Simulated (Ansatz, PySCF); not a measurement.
System: InH$_{2}$, charge 0, multiplicity 2. 
Coordinates optimised at B3LYP-D3(BJ)/def2-TZVP (Ansatz, a quantum-chemistry and plane-wave program):
```xyz
3

In     0.0317     0.0067     0.0127
H     -0.4970    -1.6709    -0.2106
H     -1.0571     1.3408    -0.4101
```
Charge 0, spin multiplicity 2.

Dipole moments at this geometry, in debye (magnitudes).

```
level                 program  dipole (D)
--------------------  -------  ----------
M06-L/def2-TZVPD        PySCF        0.54
M06-2X/def2-TZVPD       PySCF        0.60
HSE06/def2-TZVPD       Ansatz        0.51
CAM-B3LYP/def2-TZVPD    PySCF        0.56
wB97M-V/def2-TZVPD     Ansatz        0.54
CCSD(T)/def2-SVPD      Ansatz         [?]
```

Some entries are withheld; supply them.


- CCSD(T)/def2-SVPD, dipole (D): 0.57
